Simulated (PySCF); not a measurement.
H₆NSi₂, SMILES N([SiH3])[SiH2] (connectivity only; charge and spin as stated), charge +1, multiplicity 1. Coordinates come from a PBE-D3(BJ)/def2-SVP optimisation. The spin state was assumed, not searched. The isomer is the one that the SMILES or the coordinates give; other isomers of the formula were not compared.

These are PBE-D3(BJ)/def2-SVP (PySCF) values and carry that method's errors.

Harmonic wavenumbers (cm⁻¹): 129, 193, 273, 531, 593, 614, 634, 734, 755, 874, 887, 891, 898, 1007, 1177, 2210, 2239, 2241, 2244, 2301, 3425. Rotational constants (GHz): 27.80, 3.016, 2.816; symmetry number 1.

**Question.** Work out the zero-point energy and the ideal-gas rigid-rotor harmonic-oscillator thermochemistry at 298.15 K and 1 atm.

**Answer.** ZPE = ½ Σ hcν = ½ × 24851 cm⁻¹ = 148.64 kJ/mol. H − E(el) = 166.02 kJ/mol. Entropy in J/(mol K): translation 162.79, rotation 103.45, vibration 41.18, total 307.42. G − E(el) = 74.36 kJ/mol. Cp = 91.26 J/(mol K). Modes under 150 cm⁻¹ make the vibrational entropy uncertain.
